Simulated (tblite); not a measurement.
Species: FGeH₅OSi.
SMILES with atom numbers: `[F:1][SiH2:2][O:3][GeH3:4]` (hydrogens: H5, H6 on Si2; H7, H8, H9 on Ge4)

Computed with GFN2-xTB (tblite), gas phase: L-BFGS steps from a force-field or distance-geometry start until the largest atomic force falls under 0.01 eV/Å.

At the end of the run (lengths in Å): Si2–O3 1.611, O3–Ge4 1.740, Ge4–H9 1.499, Ge4–H8 1.499, Ge4–H7 1.497, F1–Si2 1.606, Si2–H5 1.450, Si2–O3–Ge4 150.3°, H5–Si2–H6 119.5°, O3–Ge4–H7 102.6°, H8–Ge4–H9 112.4°, F1–Si2–O3–Ge4 7°, H7–Ge4–O3–Si2 -174°, H5–Si2–O3–Ge4 122°.

Question: These geometries were met on the way; a selection of coordinates is given. Order them by energy above the end point, lowest first.
A. Si2–O3 1.748, O3–Ge4 1.798, Ge4–H9 1.563, Ge4–H8 1.560, Ge4–H7 1.557, F1–Si2 1.664, Si2–H5 1.456, Si2–O3–Ge4 104.6°, H5–Si2–H6 109.2°, O3–Ge4–H7 109.9°, H8–Ge4–H9 109.1°, F1–Si2–O3–Ge4 -134°, H7–Ge4–O3–Si2 -23°, H5–Si2–O3–Ge4 -14°
B. Si2–O3 1.624, O3–Ge4 1.765, Ge4–H9 1.506, Ge4–H8 1.509, Ge4–H7 1.512, F1–Si2 1.598, Si2–H5 1.474, Si2–O3–Ge4 125.7°, H5–Si2–H6 123.1°, O3–Ge4–H7 101.0°, H8–Ge4–H9 118.9°, F1–Si2–O3–Ge4 -132°, H7–Ge4–O3–Si2 -25°, H5–Si2–O3–Ge4 -24°
C. Si2–O3 1.616, O3–Ge4 1.736, Ge4–H9 1.470, Ge4–H8 1.467, Ge4–H7 1.464, F1–Si2 1.597, Si2–H5 1.447, Si2–O3–Ge4 119.5°, H5–Si2–H6 116.7°, O3–Ge4–H7 102.1°, H8–Ge4–H9 116.0°, F1–Si2–O3–Ge4 -132°, H7–Ge4–O3–Si2 -22°, H5–Si2–O3–Ge4 -21°
D. Si2–O3 1.579, O3–Ge4 1.817, Ge4–H9 1.500, Ge4–H8 1.506, Ge4–H7 1.541, F1–Si2 1.577, Si2–H5 1.493, Si2–O3–Ge4 112.8°, H5–Si2–H6 107.0°, O3–Ge4–H7 104.1°, H8–Ge4–H9 112.2°, F1–Si2–O3–Ge4 -132°, H7–Ge4–O3–Si2 -22°, H5–Si2–O3–Ge4 -14°
E. Si2–O3 1.621, O3–Ge4 1.755, Ge4–H9 1.518, Ge4–H8 1.519, Ge4–H7 1.513, F1–Si2 1.603, Si2–H5 1.436, Si2–O3–Ge4 132.6°, H5–Si2–H6 123.8°, O3–Ge4–H7 103.0°, H8–Ge4–H9 116.1°, F1–Si2–O3–Ge4 -131°, H7–Ge4–O3–Si2 -30°, H5–Si2–O3–Ge4 -20°

Answer: E (0.123 eV), B (0.199 eV), C (0.323 eV), D (0.555 eV), A (0.910 eV).

| step | E above end (eV) | rms distance from the end, all atoms (Å) | largest force (eV/Å) | rms shift of all bonds from the end (Å) |
| --- | --- | --- | --- | --- |
| 14 | 0.123 | 0.616 | 0.764 | 0.016 |
| 11 | 0.199 | 0.711 | 0.419 | 0.016 |
| 7 | 0.323 | 0.809 | 0.675 | 0.019 |
| 2 | 0.555 | 0.895 | 2.097 | 0.038 |
| 0 | 0.910 | 0.931 | 2.785 | 0.069 |

Rows stand in the order of the answer.
